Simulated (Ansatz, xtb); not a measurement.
# Isomers of C4H3NOS in order of energy

3 gas-phase structures of C4H3NOS, from a drawn sample of its isomers (lower ones may exist). Each was relaxed with GFN2-xTB; where two conformers were screened, the lower at r2SCAN-D4/def2-SVP//GFN2-xTB is listed:

A. `O=Cc1cnsc1`, a singlet
B. `O=Cc1nccs1`, a singlet
C. `O=Cc1cncs1`, a singlet

Task: Which do you expect lowest at r2SCAN-D4/def2-SVP//GFN2-xTB, and how would the others follow?

Result: Calculated order at r2SCAN-D4/def2-SVP//GFN2-xTB: B (0.0), C (3.5), A (31.6) kJ/mol. Less than 1 kcal/mol parts B and C, so the order within that pair means little.

Energies above the lowest of each column, in kJ/mol; the last columns are at r2SCAN-D4/def2-SVP geometries:

```tsv
structure	GFN2-xTB	HF/STO-3G	r2SCAN-D4/def2-SVP//GFN2-xTB	r2SCAN-D4/def2-SVP	CCSD(T)/def2-SVP + ΔMP2/def2-TZVPP
B	0.7	0.7	0.0	0.0	0.0
C	0.0	0.0	3.5	3.6	1.7
A	11.7	18.6	31.6	29.6	12.9
```

Every level run on B puts it lowest or level with the lowest. Flexible structures stand in one conformer each, not always the lowest. The ΔMP2 step shifts differences by up to 13.8 kJ/mol, which makes them less sure. ΔMP2 is the change of the MP2 energy from the smaller to the larger basis.

Programs: Ansatz 0.2.0, xtb 6.7.1.
